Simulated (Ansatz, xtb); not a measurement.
# How methods differ on KI (Potassium Iodide)

KI: 2 atoms, total charge 0, spin state singlet. As SMILES, `[K][I]`. Geometry: the measured bond length. The run starts from this shape.

```xyz
2

K     0.0000    0.0000    0.0000
I     0.0000    0.0000    3.0478
```

Quantity: the adiabatic ionisation energy (to the doublet cation, no zero-point term), in eV. The values are calculated.

```
                                level                    kind  program  value (eV)
                             GFN2-xTB          semi-empirical      xtb       12.94
     SVWN5/def2-TZVP (core potential)                     LDA   Ansatz        7.91
PBE-D3(BJ)/def2-TZVP (core potential)                     GGA   Ansatz        7.54
    r2SCAN/def2-TZVP (core potential)                meta-GGA   Ansatz        7.53
  B3LYP-D4/def2-TZVP (core potential)           global hybrid   Ansatz        7.56
   wB97X-V/def2-TZVP (core potential)  range-separated hybrid   Ansatz        7.50
```

Spin-orbit coupling, which can split open shells on such heavy atoms by tenths of an eV, is left out. The values span 7.50 to 12.94 eV. The xTB values lack the empirical shift that such differences need.
